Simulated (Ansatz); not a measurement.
Geometry optimisation of Ga3N3⁺.

```yaml
crystal:
  periodic: [false, false, false]
  atoms:
    - {symbol: Ga, position_ang: [-2.119250, 0.244290, -0.048430]}
    - {symbol: Ga, position_ang: [0.388260, -1.538500, 2.254270]}
    - {symbol: Ga, position_ang: [1.538820, -0.292450, 0.211050]}
    - {symbol: N, position_ang: [0.940700, 1.012660, -1.662710]}
    - {symbol: N, position_ang: [-0.583890, -0.521110, 0.872320]}
    - {symbol: N, position_ang: [-0.164640, 1.095100, -1.626510]}
basis:
  gaussian: {orbitals: def2-SVP}
total_charge: 1
magnetization: {spin_polarized: true, initial_magnetization: 1}
hamiltonian: {xc: pbe, dispersion: d4}
scf: {lower_state_search: "off"}
output: {orbitals: {seedname: orbitals}}
relax: {f_tol: 0.02, max_steps: 100}
```

```sh
$ ansatz run in.yaml --threads 4 --pin off --events-out ev --progress --plain --max-ram 8704MiB
```

It prints (some lines left out):

```
Functional definition: PBE
mean field -161545.46770405 eV, -5936.6864386732 hartree, gradient 2.7e-6 eV, S^2 0.757693; 0 other end points of the search recorded, 0 dependent functions left out
relax step   1: F+E_penalty+E_count = -161545.74783779 eV  Δ(F+E_penalty+E_count) = +0.000e0 eV  max|allowed force component| = 2.107e0 eV/Å  Δτ_max = 0.0000 Å  (28 SCF iters, accepted)
mean field -161545.83498871 eV, -5936.6999361353 hartree, gradient 1.6e-6 eV, S^2 0.756855; 0 other end points of the search recorded, 0 dependent functions left out
relax step   2: F+E_penalty+E_count = -161546.11339902 eV  Δ(F+E_penalty+E_count) = -3.656e-1 eV  max|allowed force component| = 1.151e0 eV/Å  Δτ_max = 0.1957 Å  (33 SCF iters, accepted)
mean field -161546.05166335 eV, -5936.7078987816 hartree, gradient 2.8e-6 eV, S^2 0.756003; 0 other end points of the search recorded, 0 dependent functions left out
relax step   3: F+E_penalty+E_count = -161546.34472226 eV  Δ(F+E_penalty+E_count) = -2.313e-1 eV  max|allowed force component| = 1.043e0 eV/Å  Δτ_max = 0.1962 Å  (32 SCF iters, accepted)
mean field -161546.17648821 eV, -5936.7124860103 hartree, gradient 2.1e-6 eV, S^2 0.755595; 0 other end points of the search recorded, 0 dependent functions left out
relax step   4: F+E_penalty+E_count = -161546.50365758 eV  Δ(F+E_penalty+E_count) = -1.589e-1 eV  max|allowed force component| = 6.480e-1 eV/Å  Δτ_max = 0.1922 Å  (32 SCF iters, accepted)
mean field -161546.20125179 eV, -5936.7133960552 hartree, gradient 2.7e-6 eV, S^2 0.755201; 0 other end points of the search recorded, 0 dependent functions left out
relax step   5: F+E_penalty+E_count = -161546.52583301 eV  Δ(F+E_penalty+E_count) = -2.218e-2 eV  max|allowed force component| = 1.004e0 eV/Å  Δτ_max = 0.1989 Å  (37 SCF iters, accepted)
mean field -161546.25400768 eV, -5936.7153347983 hartree, gradient 2.2e-6 eV, S^2 0.755308; 0 other end points of the search recorded, 0 dependent functions left out
relax step   6: F+E_penalty+E_count = -161546.57324224 eV  Δ(F+E_penalty+E_count) = -4.741e-2 eV  max|allowed force component| = 1.986e-1 eV/Å  Δτ_max = 0.1175 Å  (30 SCF iters, accepted)
mean field -161546.25919345 eV, -5936.7155253720 hartree, gradient 2.6e-6 eV, S^2 0.755297; 0 other end points of the search recorded, 0 dependent functions left out
relax step   7: F+E_penalty+E_count = -161546.57874769 eV  Δ(F+E_penalty+E_count) = -5.505e-3 eV  max|allowed force component| = 5.397e-1 eV/Å  Δτ_max = 0.0791 Å  (26 SCF iters, accepted)
mean field -161546.26133548 eV, -5936.7156040900 hartree, gradient 2.0e-6 eV, S^2 0.755317; 0 other end points of the search recorded, 0 dependent functions left out
relax step   8: F+E_penalty+E_count = -161546.58072049 eV  Δ(F+E_penalty+E_count) = -1.973e-3 eV  max|allowed force component| = 6.561e-2 eV/Å  Δτ_max = 0.0297 Å  (27 SCF iters, accepted)
mean field -161546.26104228 eV, -5936.7155933153 hartree, gradient 2.0e-6 eV, S^2 0.755346; 0 other end points of the search recorded, 0 dependent functions left out
relax step   9: F+E_penalty+E_count = -161546.57860917 eV  Δ(F+E_penalty+E_count) = +2.111e-3 eV  max|allowed force component| = 1.405e-1 eV/Å  Δτ_max = 0.0359 Å  (31 SCF iters, rejected (line search))
mean field -161546.26237095 eV, -5936.7156421429 hartree, gradient 3.9e-6 eV, S^2 0.755355; 0 other end points of the search recorded, 0 dependent functions left out
relax step  10: F+E_penalty+E_count = -161546.58134976 eV  Δ(F+E_penalty+E_count) = -6.293e-4 eV  max|allowed force component| = 3.242e-2 eV/Å  Δτ_max = 0.0171 Å  (27 SCF iters, accepted)
mean field -161546.26220289 eV, -5936.7156359668 hartree, gradient 1.6e-6 eV, S^2 0.755353; 0 other end points of the search recorded, 0 dependent functions left out
relax step  11: F+E_penalty+E_count = -161546.58136661 eV  Δ(F+E_penalty+E_count) = -1.685e-5 eV  max|allowed force component| = 1.013e-2 eV/Å  Δτ_max = 0.0090 Å  (28 SCF iters, accepted)
Total energy: -161546.58140774 eV, -5936.7273665287 hartree
Atom 0 at    -1.715876     0.035121     0.203453 Å, force    -0.000402     0.000314    -0.000332 eV/Å
Atom 1 at    -0.291030    -1.731324     2.647839 Å, force     0.001362     0.000861    -0.001434 eV/Å
Atom 2 at     1.709534    -0.350926     0.273502 Å, force    -0.003029    -0.000665     0.001442 eV/Å
Atom 3 at     0.808376     1.348801    -2.150715 Å, force    -0.009593     0.000545     0.000749 eV/Å
Atom 4 at    -0.210375    -0.693900     1.075611 Å, force     0.001529    -0.000384     0.000209 eV/Å
Atom 5 at    -0.300629     1.392218    -2.049701 Å, force     0.010132    -0.000670    -0.000634 eV/Å
Dipole moment:    -0.221186    -0.171719     0.291309 e Å
Checks for a lower state left out: stability, starts, cluster_reference, orbital_swaps, neighbouring_geometries, increment
```

It took 21 s on 4 threads of Arm Neoverse V2 on a shared host.

The structure comes from a short search, and lower isomers may exist.
